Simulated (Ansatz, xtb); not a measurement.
H3NSiSn: which of two structures lies lower

Structure X is a triplet given by its coordinates and structure Y is `[NH]1[SiH2][Sn]1`, a singlet. Both are isolated molecules in the gas phase, relaxed with PBE0-D3(BJ)/def2-SVP.

X (Å):

```yaml
atoms:
  - { symbol: N, position_ang: [0.8970, -1.7979, -0.7139] }
  - { symbol: Si, position_ang: [-0.7046, -2.1116, -1.2236] }
  - { symbol: Sn, position_ang: [-1.8023, -1.4051, -3.4122] }
  - { symbol: H, position_ang: [1.2898, -2.1042, 0.1696] }
  - { symbol: H, position_ang: [1.5558, -1.2779, -1.2828] }
  - { symbol: H, position_ang: [-1.2494, -2.8917, -0.0554] }
```

Close contacts (Å): N1–Si2 1.71, Si2–Sn3 2.55, N1–H4 1.01, N1–H5 1.01, Si2–H6 1.51.

Y (Å):

```yaml
atoms:
  - { symbol: N, position_ang: [0.0471, -1.1904, -1.7489] }
  - { symbol: Si, position_ang: [-0.0324, -2.4495, -0.5412] }
  - { symbol: Sn, position_ang: [-1.1918, -2.4270, -2.8414] }
  - { symbol: H, position_ang: [0.4969, -0.2851, -1.8463] }
  - { symbol: H, position_ang: [1.2683, -3.1292, -0.2313] }
  - { symbol: H, position_ang: [-0.6726, -2.0583, 0.7576] }
```

**Question.** Which of the two would you expect CCSD(T)/def2-TZVPP electronic energies to favour?

**Answer.** Structure Y; the calculation gives E(Y) − E(X) = −9.8 kcal/mol.

Level by level:

```
               level              geometry  E(Y) − E(X) (kcal/mol)  departure from the last row (kcal/mol)  job, with rough time for the two
           HF/STO-3G              GFN2-xTB                     −25.5                                   −15.7               single point, 1.4 s
  r2SCAN-D4/def2-SVP              GFN2-xTB                      −3.4                                    +6.5               single point, 3.5 s
PBE0-D3(BJ)/def2-SVP  PBE0-D3(BJ)/def2-SVP                      −4.4                                    +5.4                optimisation, 28 s
       HF/def2-TZVPP  PBE0-D3(BJ)/def2-SVP                      +9.3                                   +19.1           part of the CCSD(T) run
      MP2/def2-TZVPP  PBE0-D3(BJ)/def2-SVP                     −11.3                                    −1.5           part of the CCSD(T) run
  CCSD(T)/def2-TZVPP  PBE0-D3(BJ)/def2-SVP                      −9.8                                                     single point, 3.3 min
```

HF/def2-TZVPP puts the two in the other order. The largest departure from CCSD(T)/def2-TZVPP is that of HF/def2-TZVPP, 19.1 kcal/mol.

With harmonic frequencies from PBE0-D3(BJ)/def2-SVP (ideal gas, rigid rotor, one conformer each, 298.15 K, 1 atm): the zero-point term adds −1.9 kcal/mol; ΔH is −12.2 and ΔG −10.4 kcal/mol.

Open shells are spin-unrestricted. The correlated steps freeze 10 core orbitals; the filled d shell of Sn is correlated, in a basis made for valence electrons. Atoms past krypton carry core potentials in the def2 sets, other sets are all-electron and non-relativistic, and no spin–orbit term is included. ΔG holds the spin degeneracy. Codes used: Ansatz 0.2.0, xtb 6.7.1; the last row on 2 threads of Arm Neoverse V1 on a shared host.
